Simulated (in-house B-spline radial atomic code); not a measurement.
Checks on a self-consistent run for Sr III (Sr2+), [Ar] 3d10 4s2 4p6. Computed with a B-spline radial code for spherical atoms: Dirac-Hartree-Fock, average of configuration, Fermi nucleus of rms radius 4.224 fm.

```json
{"orbital": "1s1/2", "q": "2", "ε (Eh)": "-596.12461", "<1/r>": "38.9996", "<r²>": "0.00206561", "small-component weight": "0.019086"}
{"orbital": "2s1/2", "q": "2", "ε (Eh)": "-83.64338", "<1/r>": "8.80753", "<r²>": "0.03484", "small-component weight": "0.0038601"}
{"orbital": "2p1/2", "q": "2", "ε (Eh)": "-75.87557", "<1/r>": "8.74397", "<r²>": "0.0267158", "small-component weight": "0.0038294"}
{"orbital": "2p3/2", "q": "4", "ε (Eh)": "-73.34194", "<1/r>": "8.40839", "<r²>": "0.0281058", "small-component weight": "0.0037266"}
{"orbital": "3s1/2", "q": "2", "ε (Eh)": "-14.45568", "<1/r>": "2.94768", "<r²>": "0.273957", "small-component weight": "0.00097571"}
{"orbital": "3p1/2", "q": "2", "ε (Eh)": "-11.57593", "<1/r>": "2.83135", "<r²>": "0.278967", "small-component weight": "0.00091892"}
{"orbital": "3p3/2", "q": "4", "ε (Eh)": "-11.17082", "<1/r>": "2.75391", "<r²>": "0.290051", "small-component weight": "0.00089321"}
{"orbital": "3d3/2", "q": "4", "ε (Eh)": "-6.12644", "<1/r>": "2.52038", "<r²>": "0.296615", "small-component weight": "0.00076953"}
{"orbital": "3d5/2", "q": "6", "ε (Eh)": "-6.05602", "<1/r>": "2.49979", "<r²>": "0.300767", "small-component weight": "0.00076163"}
{"orbital": "4s1/2", "q": "2", "ε (Eh)": "-2.43445", "<1/r>": "0.971109", "<r²>": "2.11423", "small-component weight": "0.00016895"}
{"orbital": "4p1/2", "q": "2", "ε (Eh)": "-1.61374", "<1/r>": "0.854857", "<r²>": "2.69676", "small-component weight": "0.00013591"}
{"orbital": "4p3/2", "q": "4", "ε (Eh)": "-1.56683", "<1/r>": "0.835843", "<r²>": "2.80065", "small-component weight": "0.00013142"}
```

Electron-electron repulsion V_ee = 1200.9156 hartree.

(1) What total energy follows from the eigenvalues?

(2) Does the Dirac virial theorem hold?

(3) What diamagnetic shielding (Lamb formula) and susceptibility (Langevin formula) do the radii give?

## Answers

(1) The eigenvalues count the repulsion twice, so E = Σqε - V_ee = -1976.607 - 1200.916 = -3177.523 hartree; the run printed -3177.523.

(2) For a point nucleus E = -2c²Σq·w, with w the small-component weight. Here Σq·w = 0.084602 and c = 137.0360, so the ratio E/(-2c²Σq·w) is 1.000019; the finite nucleus accounts for the departure from 1.

(3) σ = (α²/3)Σq<1/r> = 201.385/(3·137.036²) = 3574.7 ppm, and χ = -0.79199×10⁻⁶·Σq<r²> = -20.85×10⁻⁶ cm³/mol with Σq<r²> = 26.321 bohr². Both are non-relativistic formulas without the paramagnetism of open shells.
